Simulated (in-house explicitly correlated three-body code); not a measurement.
Computed with an exponentially correlated three-body code. Model: two electrons around a point charge, non-relativistic, variational in 260 exponentially correlated functions (energies converged to about 1e-7 hartree, or 1e-8 relative for large Z).

Command:
```bash
python run_hyl.py task.json out
```
Settings (lengths in bohr, energies in hartree):
```
Z                      1.5
screening              1.35
interaction_strength   1
functions              260
states_tried           1
```

Cost of the run: 3.6 s on 1 thread of AMD EPYC 9R45 96-Core Processor (Zen 5) (shared host).

**Ground state only, binding against the one-electron ion.**

Given: nuclear charge 1.5; Yukawa screening of all interactions 1.35 1/bohr.

Computed: one-electron threshold -0.0547069361 hartree.

| term | energy (hartree) | binding (eV) |
| --- | --- | --- |
| 1 1S | -0.0644023015 | 0.26382 |

**Converged states only, values per electron or pair (inverse distances are <exp(-kr)/r>).**

```
term  mean r (bohr)  mean r squared (bohr²)  mean inverse r (1/bohr)  mean r12 (bohr)  mean inverse r12 (1/bohr)  mean cosine  mean p1 dot p2 (bohr⁻²)  delta r1 (bohr⁻³)  delta r12 (bohr⁻³)
1 1S         3.7571                  26.129                  0.18818           6.0712                   0.019122    -0.020273                0.0055881            0.22476           0.0029298
```
